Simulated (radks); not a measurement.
Spherical quantum dot in the effective-mass picture: electrons in a well V = -V0 / (1 + exp((r - R)/a)) with V0 = 30.7, R = 1.38, a = 0.1, with a point charge +2 (a donor) at the centre, all in effective atomic units (hartree* = m*/eps^2 hartree, bohr* = eps/m* bohr), one dielectric constant everywhere. Calculated with a radial shooting solver with Libxc functionals: non-relativistic Kohn-Sham, LDA (Slater exchange, Perdew-Wang correlation), spin-polarised, spherical densities. Levels are named by radial order and angular momentum (1s, 1p, 1d, 2s, ...), and open shells are averaged over m. Results are scaled to m* = 0.143 and eps = 15.4, for which hartree* = 16.41 meV and bohr* = 5.699 nm.

N = 7, configuration 1s2 1p(up 3, down 2). This is the lowest configuration that the search found. Occupied and some empty levels:

level    occupation  eigenvalue (meV)  <r> (nm)
1s up             1           -402.13     3.586
1s down           1           -400.93     3.579
1p up             3           -350.41     4.801
1p down           2           -349.07     4.803
2s up             0           -299.00     4.235
2s down           0           -298.08     4.241
1d up             0           -297.58     5.364
1d down           0           -296.30     5.368
1f up             0           -236.76     5.766
1f down           0           -235.56     5.770

Energy (meV): total -2981.63, kinetic 434.34, external -3779.9, Hartree 459.21, exchange-correlation -95.330.
